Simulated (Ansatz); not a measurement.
Isolated molecules relaxed with PBE0-D4/def2-TZVP in Ansatz; ΔE leaves out vibrations. CCSD(T)/CBS adds triple-zeta CCSD(T) − MP2 to the extrapolated MP2 energy (def2 sets, frozen cores). Functionals use def2-TZVPP. For Ge outer-core shells are correlated without core-valence functions, which leaves a few kJ/mol of doubt a bond. Scalar relativity is left out up to krypton. One conformer a species, not always the lowest.

Consider the redistribution: `[OH][GeH2][NH]CF` + `CS[SiH2][SiH3]` → `C[S][GeH2][OH]` + `FCN[SiH2][SiH3]`.

`[OH][GeH2][NH]CF`:

```xyz
11

O     0.685    1.048   -1.877
Ge   -0.358   -0.261   -1.279
N     0.183   -0.855    0.381
C    -0.092   -0.057    1.498
F     0.556    1.201    1.445
H     0.833    1.708   -1.193
H    -1.800    0.232   -1.072
H    -0.196   -1.387   -2.300
H     1.101   -1.275    0.412
H     0.248   -0.526    2.424
H    -1.159    0.172    1.559
```

`CS[SiH2][SiH3]`:

Z-matrix (Å, degrees):
```
C
S 1 1.816
H 1 1.090 2 111.0
H 1 1.090 2 111.0 3 -122.6
H 1 1.090 2 106.8 3 118.7
Si 2 2.128 1 100.1 3 61.3
Si 6 2.338 2 107.2 1 -179.9
H 6 1.491 2 110.5 1 -59.0
H 6 1.491 2 110.5 1 59.2
H 7 1.486 6 110.2 2 -59.9
H 7 1.488 6 109.4 2 -179.7
H 7 1.486 6 110.2 2 60.6
```

`C[S][GeH2][OH]`:

Z-matrix (Å, degrees):
```
C
S 1 1.815
H 1 1.090 2 111.6
H 1 1.090 2 111.3 3 -123.3
H 1 1.090 2 106.6 3 118.4
Ge 2 2.210 1 100.3 3 72.7
O 6 1.781 2 113.3 1 -84.7
H 6 1.529 2 108.7 1 160.3
H 6 1.543 2 107.4 1 35.8
H 7 0.960 6 113.1 2 56.7
```

`FCN[SiH2][SiH3]`:

```xyz
13

F    -0.104   -2.130   -0.507
C    -0.171   -1.198   -1.557
N    -0.766    0.012   -1.170
Si    0.046    1.159   -0.138
Si    0.466    0.385    2.037
H    -0.737   -1.685   -2.354
H     0.862   -1.030   -1.875
H    -1.771   -0.038   -1.100
H    -0.827    2.363   -0.092
H     1.336    1.499   -0.799
H     1.013    1.488    2.877
H     1.450   -0.729    2.018
H    -0.797   -0.097    2.660
```

```
  level  ΔE (kJ/mol)
PBE0-D4        -10.6
   PBE0        -10.7
```

(1) What does CCSD(T)/CBS give? (An estimate is asked.)

Largest T1 diagnostic among the species: 0.012.

## Answers

(1) Ansatz gave: -8.2 kJ/mol. The listed levels differ from it by -2.4, -2.5 kJ/mol.

In def2-TZVPP, CCSD(T) changes the Hartree–Fock value by +5.9 kJ/mol (the triples alone add +1.0 kJ/mol) and MP2 by +7.1 kJ/mol.
